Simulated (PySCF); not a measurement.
**Electric field gradients and quadrupole coupling constants**

C₅H₇NO₂.
Z-matrix (Å and degrees, GFN2-xTB geometry), rows numbered from 1:
```
C 
O   1  1.4064
C   2  1.4122  1  113.81
C   3  1.4965  2  112.84  1   -70.26
C   4  1.4191  3  128.66  2    99.64
N   5  1.3025  4  111.03  3  -177.77
O   6  1.3495  5  107.23  4     0.22
C   7  1.3328  6  109.25  5     0.00
H   1  1.0962  2  111.91  3    61.73
H   1  1.0877  2  106.30  3  -179.08
H   1  1.0974  2  111.03  3   -60.10
H   3  1.0929  2  105.09  1   169.94
H   3  1.1005  2  110.29  1    52.34
H   5  1.0714  4  128.60  3     2.52
H   8  1.0714  4  132.38  3    -2.36
```

Field gradients from the PBE0/pcSseg-1 density (PySCF, non-relativistic), principal values in atomic units, ordered |Vxx| ≤ |Vyy| ≤ |Vzz|:

```
atom      Vxx      Vyy      Vzz
  O2   0.0102   2.0381  -2.0484
  N6   0.0619   1.1789  -1.2409
  O7  -0.8100  -0.9309   1.7409
```

Question: Find the asymmetry η = (Vxx − Vyy)/Vzz and the couplings χ = eQV/h (234.96 MHz × Q in barn × V in au), with Q(17O) = −0.0256 b, Q(14N) = 0.02044 b.

Answer: 
```
atom             environment  nucleus     η  χzz (MHz)  χxx (MHz)  χyy (MHz)
  O2            ether oxygen      17O  0.99      12.32      -0.06     -12.26
  N6  pyridine-type nitrogen      14N  0.90      -5.96       0.30       5.66
  O7             ring oxygen      17O  0.07     -10.47       4.87       5.60
```

At O2 and N6 η is above 0.9: Vyy and Vzz are nearly equal in size and opposite in sign, so a small change could swap them and flip the sign of χzz. 

Question: What is Vzz at N6 in SI units (1 au = 9.71736 × 10²¹ V/m²)?

Answer: -1.2409 au = -12.058 × 10²¹ V/m².

Question: What couplings would deuterons (Q(2H) = 0.00286 b) have in place of the hydrogens, at this geometry?

Answer: 
| atom | bonded to | bond length (Å) | Vzz (au) | η | χzz (kHz) |
| --- | --- | --- | --- | --- | --- |
| H9 | C1 | 1.096 | 0.2892 | 0.07 | 194 |
| H10 | C1 | 1.088 | 0.3079 | 0.06 | 207 |
| H11 | C1 | 1.097 | 0.2898 | 0.08 | 195 |
| H12 | C3 | 1.093 | 0.2940 | 0.04 | 198 |
| H13 | C3 | 1.100 | 0.2806 | 0.05 | 189 |
| H14 | C5 | 1.071 | 0.3426 | 0.06 | 230 |
| H15 | C8 | 1.071 | 0.3393 | 0.08 | 228 |

Geometry: GFN2-xTB, one conformer, isolated molecule. GFN2-xTB bond lengths can be off by several hundredths of an ångström, more for odd bonds, and the gradients follow them. The basis is small and wasn't made for field gradients, so the couplings can be 20 % off.

These values come from a run that also computed NMR shieldings. Time: 21 s of wall time; peak memory 0.76 GiB. Hardware: an Arm Neoverse V1 with one thread, shared host with 32 logical CPUs at a one-minute load of 30.
